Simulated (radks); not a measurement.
Mo, configuration [Kr] 4d(up 3.5, down 1.5) 5s(up 0.5, down 0.5) (fractional occupations, a model configuration). Method: scalar-relativistic Kohn-Sham, PBE, spin-polarised, spherical densities, finite nucleus; Fermi nuclear charge, rms radius 4.4091 fm; computed with a radial shooting solver on a logarithmic mesh with Libxc functionals.

Normalised radial functions P(r) = r R(r), r in bohr:

r,4p up,4d up,5s down
0.001602,0.0011,0.0000,0.0142
0.002137,0.0019,0.0000,0.0182
0.002873,0.0032,0.0000,0.0233
0.003863,0.0054,0.0000,0.0296
0.005152,0.0091,0.0001,0.0367
0.006927,0.0153,0.0002,0.0447
0.009313,0.0257,0.0004,0.0528
0.01252,0.0425,0.0008,0.0595
0.0167,0.0679,0.0018,0.0623
0.02245,0.1066,0.0039,0.0580
0.03019,0.1606,0.0085,0.0424
0.04026,0.2261,0.0176,0.0133
0.05413,0.2953,0.0354,-0.0296
0.07277,0.3389,0.0676,-0.0757
0.09706,0.3136,0.1185,-0.1027
0.1305,0.1720,0.1925,-0.0845
0.1755,-0.0926,0.2768,-0.0062
0.2359,-0.3906,0.3377,0.1017
0.3146,-0.5319,0.3236,0.1588
0.423,-0.3466,0.1866,0.0921
0.5687,0.1637,-0.0758,-0.0865
0.7585,0.7194,-0.3860,-0.2379
1.02,1.0130,-0.6465,-0.2145
1.371,0.8869,-0.7455,0.0208
1.829,0.5395,-0.6780,0.3205
2.459,0.2226,-0.5115,0.5326
3.306,0.0600,-0.3265,0.5654
4.444,0.0095,-0.1726,0.4388
5.928,0.0008,-0.0743,0.2565
7.969,0.0000,-0.0231,0.1055
10.71,0.0000,-0.0047,0.0278

4p up: eigenvalue -38.969 eV, 2 radial nodes at r = 0.160, 0.524 bohr, <r> = 1.24 bohr, 90 % of the charge inside 1.84 bohr. 4d up: eigenvalue -4.257 eV, 1 radial node at r = 0.528 bohr, <r> = 1.97 bohr, 90 % of the charge inside 3.26 bohr. 5s down: eigenvalue -3.750 eV, 4 radial nodes at r = 0.0445, 0.179, 0.499, 1.34 bohr, <r> = 3.69 bohr, 90 % of the charge inside 5.60 bohr.
